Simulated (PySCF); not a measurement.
Working out the electron affinity of As

As⁻ [Ar] 3d10 4s2 4p4 (3P) → As [Ar] 3d10 4s2 4p3 (4S). Calculation: PySCF 2.14, in x2c-TZVPPall with one added diffuse shell each of s, p, d type (7s6p5d1f, 57 functions); the spin-free X2C one-electron Hamiltonian (Gaussian nucleus). Frozen: [Ne]. Energies in hartree (1 hartree = 27.21139 eV):

| part | As⁻ (lower) | As (upper) |
| --- | --- | --- |
| UHF | -2258.999805 | -2259.010521 |
| MP2 opposite-spin | -0.242806 | -0.220399 |
| MP2 same-spin | -0.116549 | -0.112271 |

Q: What does Hartree-Fock give?

A: (-2259.010521) − (-2258.999805) = -0.010716 hartree = -0.292 eV.

Q: What do MP2 and SCS-MP2 (6/5 opposite-spin, 1/3 same-spin) give?

A: The opposite-spin parts differ by 0.610 eV and the same-spin parts by 0.116 eV. MP2: -0.292 + (0.610) + (0.116) = 0.434 eV. SCS-MP2: -0.292 + 1.2 × (0.610) + (0.116)/3 = 0.479 eV.

A first-order spin-orbit estimate adds 0.067 eV to MP2 (valence and next inner shell), giving 0.501 eV against 0.804 eV (measured; photodetachment measurements, as compiled on the Wikipedia data page of electron affinities).

What remains against the reference includes basis incompleteness, the frozen core and correlation beyond second order.
